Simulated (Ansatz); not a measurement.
CH7SSbSi (`[SiH3][CH](S)[SbH2]`), relaxed with RKS PBE-D4/def2-SVP in the Gaussian-basis code of Ansatz from a rough embedded geometry. The force threshold is 0.03 eV/Å; the program also tests the step.

Charge 0, multiplicity 1. Sb: def2 effective core potential.

Start:

```xyz
11

Si   -0.388    1.186    1.053
C    -0.454   -0.079   -0.231
S     0.378    0.563   -1.681
Sb    0.502   -1.872    0.401
H    -1.088    0.681    2.314
H    -1.098    2.443    0.654
H     0.984    1.529    1.411
H    -1.547   -0.310   -0.499
H    -0.026   -0.480   -2.525
H     0.591   -2.550   -1.163
H     2.146   -1.111    0.267
```

(1) By how much does the energy fall, and how many steps does the optimiser take? (Best estimate.)

(2) Which bonds change most? (Best estimate.)

(3) Give the relaxed structure. (Estimate.)

Answers

(1) Computed: 39.36 kJ/mol, in 8 steps, 1 of them rejected.

(2) Computed: C2–Sb4 from 2.128 to 2.233 Å; Si1–C2 from 1.804 to 1.904 Å; Sb4–H11 from 1.817 to 1.733 Å; Si1–H7 from 1.459 to 1.503 Å.

(3) The calculation gave: 
```xyz
11

Si   -0.426    1.246    1.111
C    -0.473   -0.069   -0.266
S     0.157    0.672   -1.807
Sb    0.592   -1.891    0.466
H    -1.159    0.706    2.309
H    -1.091    2.517    0.659
H     0.997    1.546    1.491
H    -1.529   -0.396   -0.389
H     0.302   -0.478   -2.527
H     0.488   -2.627   -1.108
H     2.141   -1.225    0.062
```
